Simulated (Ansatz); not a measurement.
Ansatz (an electronic-structure program) input file for BH6N3, SMILES NB(N)N, B3LYP-D3(BJ)/def2-SVP. 

Ansatz 0.2 input:
```yaml
crystal:
  periodic: [false, false, false]
  atoms:
    - {symbol: B, position_ang: [0.02980000, 0.01780000, -0.00080000]}
    - {symbol: N, position_ang: [1.21030000, -0.40940000, -0.58920000]}
    - {symbol: H, position_ang: [1.89740000, -0.99490000, -0.05290000]}
    - {symbol: H, position_ang: [1.62320000, 0.08800000, -1.35000000]}
    - {symbol: N, position_ang: [-0.41270000, -0.58200000, 1.18510000]}
    - {symbol: H, position_ang: [0.03100000, -1.37850000, 1.65220000]}
    - {symbol: H, position_ang: [-1.38410000, -0.46500000, 1.54350000]}
    - {symbol: N, position_ang: [-0.82420000, 0.99670000, -0.66510000]}
    - {symbol: H, position_ang: [-1.66260000, 1.29840000, -0.29150000]}
    - {symbol: H, position_ang: [-0.50670000, 1.48090000, -1.50990000]}
basis:
  gaussian:
    orbitals: def2-SVP
hamiltonian:
  xc: b3lyp
  dispersion: d3bj
relax: {f_tol: 0.002, max_steps: 200}
```

Program output:

```
WARN ansatz: RAYON_NUM_THREADS=1 ignored (pool sized by the plan → 1); use --threads N
Functional definition: B3LYP
integrals: 0.04 GiB planned
975 factors; integrals over basis functions are off by at most 2.8e-4 eV
mean field: 0.28 GiB planned
mean field evaluation 1: about -5229.2131 eV, gradient 8.4e1 eV
mean field evaluation 2: about -5218.3178 eV, gradient 1.1e2 eV
mean field evaluation 4: about -5243.4415 eV, gradient 6.8e-1 eV
mean field evaluation 8: about -5243.4407 eV, gradient 1.7e-2 eV
mean field -5243.44072531 eV, -192.6928925233 hartree, gradient 2.3e-5 eV, S^2 0.000000; 0 other end points of the search recorded, 0 dependent functions left out
the calculation of the forces begins
reference -5243.44096589 eV, -192.6929013645 hartree; 16, 16 occupied and 70, 70 virtual orbitals, 975 factors
relax step   1: F+E_penalty+E_count = -5243.70438978 eV  Δ(F+E_penalty+E_count) = +0.000e0 eV  max|allowed force component| = 2.929e0 eV/Å  Δτ_max = 0.0000 Å  (23 SCF iters, accepted)
these checks for a lower state are left out or cut short: starts, cluster_reference, orbital_swaps, neighbouring_geometries, increment
integrals: 0.04 GiB planned
975 factors; integrals over basis functions are off by at most 3.2e-4 eV
mean field: 0.28 GiB planned
mean field evaluation 16: about -5243.6301 eV, gradient 8.4e-2 eV
mean field -5243.62914693 eV, -192.6998168901 hartree, gradient 7.0e-5 eV, S^2 0.000000; 0 other end points of the search recorded, 0 dependent functions left out
the calculation of the forces begins
reference -5243.62938850 eV, -192.6998257677 hartree; 16, 16 occupied and 70, 70 virtual orbitals, 975 factors
relax step   2: F+E_penalty+E_count = -5243.89126429 eV  Δ(F+E_penalty+E_count) = -1.869e-1 eV  max|allowed force component| = 8.805e-1 eV/Å  Δτ_max = 0.0807 Å  (24 SCF iters, accepted)
these checks for a lower state are left out or cut short: starts, cluster_reference, orbital_swaps, neighbouring_geometries, increment
integrals: 0.04 GiB planned
975 factors; integrals over basis functions are off by at most 3.5e-4 eV
mean field: 0.28 GiB planned
mean field -5243.66032303 eV, -192.7009625907 hartree, gradient 4.5e-5 eV, S^2 0.000000; 0 other end points of the search recorded, 0 dependent functions left out
the calculation of the forces begins
reference -5243.66056491 eV, -192.7009714795 hartree; 16, 16 occupied and 70, 70 virtual orbitals, 975 factors
relax step   3: F+E_penalty+E_count = -5243.92209099 eV  Δ(F+E_penalty+E_count) = -3.083e-2 eV  max|allowed force component| = 2.196e-2 eV/Å  Δτ_max = 0.0478 Å  (23 SCF iters, accepted)
these checks for a lower state are left out or cut short: starts, cluster_reference, orbital_swaps, neighbouring_geometries, increment
integrals: 0.04 GiB planned
975 factors; integrals over basis functions are off by at most 3.3e-4 eV
mean field: 0.28 GiB planned
mean field -5243.66042083 eV, -192.7009661847 hartree, gradient 3.8e-5 eV, S^2 0.000000; 0 other end points of the search recorded, 0 dependent functions left out
the calculation of the forces begins
reference -5243.66066235 eV, -192.7009750604 hartree; 16, 16 occupied and 70, 70 virtual orbitals, 975 factors
relax step   4: F+E_penalty+E_count = -5243.92234177 eV  Δ(F+E_penalty+E_count) = -2.508e-4 eV  max|allowed force component| = 7.153e-2 eV/Å  Δτ_max = 0.0175 Å  (24 SCF iters, accepted)
these checks for a lower state are left out or cut short: starts, cluster_reference, orbital_swaps, neighbouring_geometries, increment
integrals: 0.04 GiB planned
975 factors; integrals over basis functions are off by at most 3.3e-4 eV
mean field: 0.28 GiB planned
mean field evaluation 32: about -5243.6606 eV, gradient 2.8e-4 eV
mean field -5243.66064939 eV, -192.7009745842 hartree, gradient 9.0e-6 eV, S^2 0.000000; 0 other end points of the search recorded, 0 dependent functions left out
the calculation of the forces begins
reference -5243.66089093 eV, -192.7009834608 hartree; 16, 16 occupied and 70, 70 virtual orbitals, 975 factors
relax step   5: F+E_penalty+E_count = -5243.92260368 eV  Δ(F+E_penalty+E_count) = -2.619e-4 eV  max|allowed force component| = 1.975e-2 eV/Å  Δτ_max = 0.0038 Å  (22 SCF iters, accepted)
these checks for a lower state are left out or cut short: starts, cluster_reference, orbital_swaps, neighbouring_geometries, increment
integrals: 0.04 GiB planned
975 factors; integrals over basis functions are off by at most 3.2e-4 eV
mean field: 0.28 GiB planned
mean field -5243.66070111 eV, -192.7009764849 hartree, gradient 4.2e-5 eV, S^2 0.000000; 0 other end points of the search recorded, 0 dependent functions left out
the calculation of the forces begins
reference -5243.66094256 eV, -192.7009853580 hartree; 16, 16 occupied and 70, 70 virtual orbitals, 975 factors
relax step   6: F+E_penalty+E_count = -5243.92270934 eV  Δ(F+E_penalty+E_count) = -1.057e-4 eV  max|allowed force component| = 1.736e-3 eV/Å  Δτ_max = 0.0138 Å  (23 SCF iters, accepted)
these checks for a lower state are left out or cut short: starts, cluster_reference, orbital_swaps, neighbouring_geometries, increment
integrals: 0.04 GiB planned
975 factors; integrals over basis functions are off by at most 3.2e-4 eV
mean field: 0.28 GiB planned
mean field -5243.66069744 eV, -192.7009763499 hartree, gradient 4.6e-5 eV, S^2 0.000000; 0 other end points of the search recorded, 0 dependent functions left out
the calculation of the forces begins
reference -5243.66093885 eV, -192.7009852216 hartree; 16, 16 occupied and 70, 70 virtual orbitals, 975 factors
relax step   7: F+E_penalty+E_count = -5243.92272336 eV  Δ(F+E_penalty+E_count) = -1.402e-5 eV  max|allowed force component| = 4.043e-3 eV/Å  Δτ_max = 0.0053 Å  (23 SCF iters, accepted)
these checks for a lower state are left out or cut short: starts, cluster_reference, orbital_swaps, neighbouring_geometries, increment
integrals: 0.04 GiB planned
975 factors; integrals over basis functions are off by at most 3.2e-4 eV
mean field: 0.28 GiB planned
mean field -5243.66071248 eV, -192.7009769029 hartree, gradient 4.2e-5 eV, S^2 0.000000; 0 other end points of the search recorded, 0 dependent functions left out
the calculation of the forces begins
reference -5243.66095392 eV, -192.7009857755 hartree; 16, 16 occupied and 70, 70 virtual orbitals, 975 factors
relax step   8: F+E_penalty+E_count = -5243.92269303 eV  Δ(F+E_penalty+E_count) = +3.033e-5 eV  max|allowed force component| = 6.738e-3 eV/Å  Δτ_max = 0.0077 Å  (23 SCF iters, rejected (line search))
these checks for a lower state are left out or cut short: starts, cluster_reference, orbital_swaps, neighbouring_geometries, increment
integrals: 0.04 GiB planned
975 factors; integrals over basis functions are off by at most 3.2e-4 eV
mean field: 0.28 GiB planned
mean field -5243.66072181 eV, -192.7009772457 hartree, gradient 1.0e-5 eV, S^2 0.000000; 0 other end points of the search recorded, 0 dependent functions left out
the calculation of the forces begins
reference -5243.66096324 eV, -192.7009861180 hartree; 16, 16 occupied and 70, 70 virtual orbitals, 975 factors
relax step   9: F+E_penalty+E_count = -5243.92273268 eV  Δ(F+E_penalty+E_count) = -9.324e-6 eV  max|allowed force component| = 2.870e-4 eV/Å  Δτ_max = 0.0038 Å  (22 SCF iters, accepted)
these checks for a lower state are left out or cut short: starts, cluster_reference, orbital_swaps, neighbouring_geometries, increment
integrals: 0.04 GiB planned
975 factors; integrals over basis functions are off by at most 3.2e-4 eV
mean field: 0.28 GiB planned
mean field -5243.66072548 eV, -192.7009773804 hartree, gradient 2.6e-5 eV, S^2 0.000000; 0 other end points of the search recorded, 0 dependent functions left out
the calculation of the forces begins
reference -5243.66096690 eV, -192.7009862525 hartree; 16, 16 occupied and 70, 70 virtual orbitals, 975 factors
relax step  10: F+E_penalty+E_count = -5243.92273404 eV  Δ(F+E_penalty+E_count) = -1.356e-6 eV  max|allowed force component| = 1.151e-3 eV/Å  Δτ_max = 0.0023 Å  (20 SCF iters, accepted)
integrals: 0.04 GiB planned
975 factors; integrals over basis functions are off by at most 3.2e-4 eV
mean field: 0.28 GiB planned
mean field evaluation 64: about -5243.6607 eV, gradient 2.6e-5 eV
mean field -5243.66072548 eV, -192.7009773804 hartree, gradient 2.6e-5 eV, S^2 0.000000; 1 other end points of the search recorded, 0 dependent functions left out
the calculation of the forces begins
reference -5243.66096690 eV, -192.7009862525 hartree; 16, 16 occupied and 70, 70 virtual orbitals, 975 factors
Total energy: -5243.92297546 eV, -192.7106148895 hartree
Atom 0 at    -0.003842    -0.001548    -0.011665 Å, force     0.001066     0.000786     0.001151 eV/Å
Atom 1 at     1.248822    -0.400305    -0.580619 Å, force    -0.000177    -0.000374    -0.000241 eV/Å
Atom 2 at     1.912676    -0.972662    -0.077223 Å, force    -0.000236     0.000216    -0.000115 eV/Å
Atom 3 at     1.661209     0.073315    -1.372674 Å, force    -0.000235    -0.000202     0.000173 eV/Å
Atom 4 at    -0.434108    -0.562533     1.237731 Å, force    -0.000436    -0.000355    -0.000572 eV/Å
Atom 5 at     0.013850    -1.382409     1.625948 Å, force    -0.000143     0.000421    -0.000014 eV/Å
Atom 6 at    -1.390587    -0.467360     1.553409 Å, force     0.000398    -0.000272    -0.000184 eV/Å
Atom 7 at    -0.832515     0.947771    -0.692587 Å, force    -0.000431     0.000190    -0.000381 eV/Å
Atom 8 at    -1.665864     1.336743    -0.273211 Å, force     0.000216    -0.000165    -0.000050 eV/Å
Atom 9 at    -0.508241     1.480987    -1.487711 Å, force    -0.000022    -0.000244     0.000235 eV/Å
Dipole moment:     0.020813     0.034527     0.003982 e Å
```

The calculation finished and met its thresholds.
